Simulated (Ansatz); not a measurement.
Computed with Ansatz on PBE0-D4/def2-TZVP structures; ΔE is electronic, products minus reactants. CBS: MP2 limit from def2 TZ/QZ plus the TZ coupled-cluster correction, frozen cores. Functionals use def2-TZVPP. B3LYP here is the variant with VWN-RPA as its local correlation; programs differ in this. For Mg outer-core shells are correlated without core-valence functions, which leaves a few kJ/mol of doubt a bond. One conformer a species, not always the lowest.

Consider the ligand exchange at the Si–O bond: `C[SiH](N)O[SiH3]` + `[OH][MgH]` → `[MgH][O][SiH3]` + `C[SiH](N)O`.

```tsv
level	ΔE (kJ/mol)	difference from CCSD(T)/CBS
r2SCAN-D4	-15.7	0.2
PBE0-D4	-15.1	0.8
B3LYP-D4	-12.0	3.9
ωB97X-V	-13.7	2.2
B2PLYP	-16.7	-0.8
PBE0	-18.3	-2.4
B3LYP	-17.1	-1.2
HF/def2-TZVPP	-17.0	-1.1
MP2/def2-TZVPP	-16.1	-0.2
SCS-MP2/def2-TZVPP	-16.8	-0.9
CCSD(T)/def2-TZVPP	-17.6	-1.7
MP2/def2-QZVPP	-15.2	0.7
SCS-MP2/def2-QZVPP	-15.9	0.0
HF/CBS(def2)	-17.2	-1.3
MP2/CBS(def2)	-14.5	1.4
CCSD/CBS(def2)	-15.6	0.3
CCSD(T)/CBS	-15.9	0
```

Largest T1 diagnostic among the species: 0.011.

The D4 term adds +5.1 kJ/mol with B3LYP and +3.2 kJ/mol with PBE0; it sums over pairs of atoms, weighted by their polarisabilities, and B3LYP, whose exchange is more repulsive, gets the larger term.
